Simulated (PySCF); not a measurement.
CuH2: breathing scan

Computed with PySCF, UPBE0, basis Cu def2-TZVP, H def2-TZVP (no relativity, density fitting).

Rigid scan from the doublet minimum (Cu–H 1.521 Å (×2); H–Cu–H 120.5°). Coordinate: all bonds to the central atom scaled together. Energies in kJ/mol from the minimum.

```
scale of all bonds to the centre  E (kJ/mol)  dipole size (D)  ⟨S²⟩
                            0.88        50.8             1.72  0.75
                            0.92        20.3             1.78  0.76
                            0.96         4.5             1.83  0.76
                            1.00         0.0             1.87  0.76
                            1.04         3.8             1.91  0.76
                            1.08        13.8             1.94  0.76
                            1.14        36.7             1.97  0.77
                            1.22        75.5             1.98  0.78
                            1.35       143.4             1.92  0.82
```

Open d and f shells are described by one determinant, and the ground state may have another occupation or spin.
